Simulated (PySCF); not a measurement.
Si(F)(NMe2) (C2H6FNSi), SMILES CN(C)[Si]F (connectivity only; charge and spin as stated), neutral, multiplicity 1. Atoms are numbered in the order given.

```xyz
11

Si    -0.8285     0.8905     0.0000
F      0.4830     1.9232     0.0000
N      0.0263    -0.6361     0.0000
C     -0.7413    -1.8699     0.0000
C      1.4687    -0.8145     0.0000
H     -0.5199    -2.4903    -0.8984
H     -0.5199    -2.4903     0.8984
H     -1.8288    -1.6433     0.0000
H      1.8037    -1.3833     0.8974
H      1.8037    -1.3833    -0.8974
H      1.9644     0.1740     0.0000
```

The structure is a stationary point at PBE-D3(BJ)/def2-SVP. Other conformers were not sampled.

Method: PySCF 2.14.0 with TDA-PBE/def2-SVPD.

Vertical excitations. Gas-phase values at a fixed geometry. State labels are in the subgroup Cs.

Q: Give excitation energies, oscillator strengths and character. (The exact figures need the calculation; the answer reports its results.)

A: 
```json
[
 {"state": "S1", "symmetry": "A'", "energy (eV)": "5.11", "λ (nm)": "243", "f": "0.175", "main pairs": "HOMO→LUMO 90 %"},
 {"state": "S2", "symmetry": "A\"", "energy (eV)": "5.20", "λ (nm)": "238", "f": "0.102", "main pairs": "HOMO−1→LUMO 91 %"},
 {"state": "S3", "symmetry": "A\"", "energy (eV)": "5.68", "λ (nm)": "218", "f": "0.003", "main pairs": "HOMO→LUMO+1 100 %"},
 {"state": "S4", "symmetry": "A\"", "energy (eV)": "6.02", "λ (nm)": "206", "f": "0.003", "main pairs": "HOMO→LUMO+2 99 %"},
 {"state": "S5", "symmetry": "A'", "energy (eV)": "6.11", "λ (nm)": "203", "f": "0.003", "main pairs": "HOMO−1→LUMO+2 91 %"},
 {"state": "S6", "symmetry": "A'", "energy (eV)": "6.39", "λ (nm)": "194", "f": "0.137", "main pairs": "HOMO−1→LUMO+1 76 %"},
 {"state": "S7", "symmetry": "A\"", "energy (eV)": "7.04", "λ (nm)": "176", "f": "0.000", "main pairs": "HOMO−2→LUMO 97 %"},
 {"state": "S8", "symmetry": "A\"", "energy (eV)": "7.06", "λ (nm)": "176", "f": "0.010", "main pairs": "HOMO→LUMO+3 82 %, HOMO−3→LUMO 14 %"},
 {"state": "S9", "symmetry": "A\"", "energy (eV)": "7.23", "λ (nm)": "172", "f": "0.009", "main pairs": "HOMO→LUMO+4 85 %, HOMO−3→LUMO 14 %"},
 {"state": "S10", "symmetry": "A\"", "energy (eV)": "7.36", "λ (nm)": "168", "f": "0.079", "main pairs": "HOMO−3→LUMO 56 %, HOMO→LUMO+4 12 %, HOMO→LUMO+5 11 %, HOMO→LUMO+3 11 %"},
 {"state": "T1", "symmetry": "A\"", "energy (eV)": "3.20", "λ (nm)": "387", "f": "0", "main pairs": "HOMO−1→LUMO 99 %"},
 {"state": "T2", "symmetry": "A'", "energy (eV)": "3.49", "λ (nm)": "355", "f": "0", "main pairs": "HOMO→LUMO 99 %"},
 {"state": "T3", "symmetry": "A'", "energy (eV)": "4.97", "λ (nm)": "249", "f": "0", "main pairs": "HOMO−1→LUMO+1 95 %"},
 {"state": "T4", "symmetry": "A\"", "energy (eV)": "5.54", "λ (nm)": "224", "f": "0", "main pairs": "HOMO→LUMO+1 100 %"}
]
```
Triplets are in the Tamm–Dancoff approximation.
